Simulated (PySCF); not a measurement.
# Trend along the chalcogens: MLa molecules

r²SCAN with double-zeta basis sets in PySCF, for the lowest determinant that a PBE0 search found; no spin–orbit coupling. De refers to high-spin ground-configuration atoms. A positive dipole means M(−)La(+).

```
 M       basis  state (unpaired electrons)  Re (Å)  ωe (cm⁻¹)  De (eV)  μ (D)
 O  x2c-SVPall               doublet (σ ↑)   1.845        838     8.05   3.32
Se  x2c-SVPall               doublet (σ ↑)   2.509        308     5.28   5.83
```

(1) The row for M = S is missing. Estimate Re, ωe and De as the mean of the rows for O and Se, and compare with the calculation.

These are scalar-relativistic numbers at best; spin–orbit coupling would shift them, the dissociation energy most. The state is the lowest single determinant that the PBE0 search found; with open d or f shells the true ground state can be another one.

Answers

(1) The means are 2.177 Å, 573 cm⁻¹ and 6.67 eV. r²SCAN in x2c-SVPall gives LaS as a doublet (σ ↑) with Re = 2.373 Å, ωe = 457 cm⁻¹, De = 5.91 eV, so the estimate is off by -19.6 pm, +25 % and +0.76 eV.
